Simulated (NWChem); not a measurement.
System: C5H14O2Si; SMILES CCO[SiH](OCC)C

NWChem input:

```
start job
memory heap 200 mb stack 900 mb global 1100 mb
geometry units angstroms noautosym nocenter noautoz
  Si    -0.933569    -0.075962     0.388698
  C     -2.379804     0.153621    -0.758672
  O     -0.018210     1.306244     0.538519
  C      0.533778     2.038263    -0.529968
  C      1.429528     3.128328     0.011989
  O     -0.037942    -1.325636    -0.248909
  C      1.074544    -1.917223     0.380753
  C      1.477742    -3.166358    -0.368257
  H     -1.328214    -0.393935     1.789905
  H     -2.039586     0.334229    -1.790108
  H     -3.000421     1.006292    -0.442950
  H     -3.010649    -0.748384    -0.767587
  H      1.110931     1.371841    -1.199407
  H     -0.271284     2.485506    -1.145172
  H      0.859218     3.803945     0.666840
  H      1.864879     3.720508    -0.807334
  H      2.249635     2.694883     0.603803
  H      1.919203    -1.203114     0.412075
  H      0.834915    -2.167391     1.433031
  H      1.731459    -2.924702    -1.411343
  H      2.352989    -3.639002     0.102902
  H      0.651900    -3.893357    -0.379476
end
basis spherical
  * library sto-3g
end
dft
  xc hfexch
  iterations 150
end
property
  shielding
end
task dft property
```

STO-3G and 3-21G are far too small for this property and stand as cheap habits. Coordinates come from a PBE0/def2-SVP optimisation. No frequency run checked for a minimum.

GIAO values for the isolated, static molecule; σ is the absolute isotropic shielding, δ = σ(reference) − σ with the isolated reference molecule computed at the same levels (13C: tetramethylsilane, 1H: tetramethylsilane, 29Si: tetramethylsilane).

Atoms are numbered as in the input.

Q: Give the results of this calculation. (Hartree-Fock/STO-3G, GIAO.) Quantities: δ Si1 (ppm); δ C5 (ppm); δ C8 (ppm); δ H10 (rotor mean) (ppm); δ H14 (ppm); δ H18 (ppm); δ H19 (ppm).

A: 
```yaml
"δ Si1 (ppm)": -1.4
"δ C5 (ppm)": 19.9
"δ C8 (ppm)": 19.9
"δ H10 (rotor mean) (ppm)": 0.21
"δ H14 (ppm)": 1.12
"δ H18 (ppm)": 1.28
"δ H19 (ppm)": 1.06
```
